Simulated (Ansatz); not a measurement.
C$_{2}$H$_{9}$BN$_{2}$, SMILES `CNB(C)N`, relaxed with RKS PBE0-D4/def2-TZVP in Ansatz from a PBE-D4/def2-SVP geometry. The force threshold is 0.005 eV/Å; the program also tests the step.

Charge 0, multiplicity 1.

Start:

```xyz
14

C     0.696   -1.757   -0.487
N    -0.375   -0.984    0.094
B    -0.444    0.436    0.252
C     0.755    1.374   -0.225
N    -1.603    1.024    0.842
H     0.384   -2.320   -1.399
H     1.126   -2.503    0.222
H     1.524   -1.089   -0.791
H    -1.166   -1.550    0.408
H     0.917    1.302   -1.323
H     1.717    1.091    0.253
H     0.576    2.444    0.009
H    -2.415    0.502    1.170
H    -1.692    2.029    0.975
```

Task: How much energy does the relaxation release, and in how many steps? (An estimate is asked.)

Result: The calculation gave: 0.06 eV, in 7 steps, 1 of them rejected.

Task: Which bonds change most? (Estimate.)

Result: The calculation gave: C1–H6 from 1.116 to 1.097 Å; C1–H7 from 1.115 to 1.097 Å; C4–H10 from 1.112 to 1.095 Å; C4–H12 from 1.110 to 1.093 Å.

Task: Give the relaxed structure. (Best estimate.)

Result: Computed: 
```xyz
14

C     0.692   -1.740   -0.492
N    -0.381   -0.977    0.087
B    -0.440    0.429    0.248
C     0.752    1.358   -0.222
N    -1.587    1.016    0.842
H     0.373   -2.298   -1.381
H     1.120   -2.459    0.217
H     1.495   -1.070   -0.800
H    -1.157   -1.539    0.396
H     0.943    1.256   -1.295
H     1.687    1.104    0.287
H     0.554    2.415   -0.028
H    -2.385    0.500    1.168
H    -1.668    2.006    0.975
```
